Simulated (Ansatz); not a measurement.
A nudged elastic band was laid between two geometries of CH₆FNSi (10 atoms, charge 0, multiplicity 1).

These are results of RKS PBE-D4/cc-pVDZ (Ansatz 0.2.0), not measurements.

```json
{
  "movable images": "7",
  "climbing image": "yes",
  "spring": "5.0 eV/Å²",
  "optimiser": "quadratic models (default)",
  "start path": "through a guess of the saddle point",
  "force threshold": "0.05 eV/Å",
  "iteration limit": "60",
  "end points": "relaxed"
}
```

First end point:

```xyz
10
Properties=species:S:1:pos:R:3
Si 0.148 0.032 -0.106
F 0.443 -0.074 1.541
H 1.499 0.181 -0.753
N -0.789 1.431 -0.559
H -1.757 1.467 -0.220
H -0.352 2.346 -0.400
C -0.777 -1.525 -0.596
H -1.771 -1.563 -0.103
H -0.931 -1.557 -1.693
H -0.212 -2.428 -0.291
```

Last end point:

```xyz
10
Properties=species:S:1:pos:R:3
Si 0.267 0.116 -0.750
F 1.351 -0.233 1.699
H 1.683 0.050 0.836
N -0.927 1.379 -0.719
H -1.945 1.255 -0.675
H -0.665 2.369 -0.696
C -0.887 -1.420 -0.732
H -1.386 -1.493 0.259
H -1.676 -1.356 -1.512
H -0.315 -2.356 -0.890
```

Task: Which bonds break or form, and what moves?

Result: Bonds broken: Si1–F2, Si1–H3. Bonds formed: F2–H3. CH6FNSi becomes CH5NSi + FH.

Task: Give the energies along the band, and the barrier.

Result: The forces met the threshold. The highest image is number 5 of 0 to 8, 66.8 kcal/mol above the first end and 6.5 kcal/mol above the last; the last end lies 60.3 kcal/mol above the first. Neighbouring images differ by up to 1.4 eV, so the band resolves the path poorly. A vibrational analysis at the climbing image gives one clearly imaginary mode, 895i cm⁻¹: a first-order saddle point. The orbitals stay closed-shell, which can raise the energy where a bond breaks towards radicals; this wasn't checked here.

```
image  path coordinate (Å)  energy (kcal/mol)  Si1–F2 (Å)  Si1–H3 (Å)  F2–H3 (Å)
    0                 0.00                0.0        1.68        1.50       2.54
    1                 0.40                0.2        1.68        1.51       2.52
    2                 0.80                2.8        1.68        1.50       2.38
    3                 1.20               17.0        1.70        1.49       2.02
    4                 1.61               48.7        1.85        1.51       1.60
    5                 2.01               66.8        2.10        1.64       1.21
    6                 2.46               61.0        2.47        2.00       0.98
    7                 2.91               60.3        2.71        2.13       0.97
    8                 3.37               60.3        2.70        2.13       0.97
```

Task: What is the geometry of the highest image?

Result: 
```xyz
10
Properties=species:S:1:pos:R:3
Si 0.248 0.085 -0.574
F 1.006 -0.221 1.355
H 1.607 0.097 0.352
N -0.862 1.414 -0.579
H -1.871 1.329 -0.422
H -0.542 2.383 -0.527
C -0.852 -1.458 -0.684
H -1.606 -1.443 0.132
H -1.383 -1.499 -1.657
H -0.244 -2.377 -0.576
```

Time of the run: 54 s on 2 threads of AMD EPYC 9R45 96-Core Processor (Zen 5), on a shared host, peak memory 0.15 GiB.
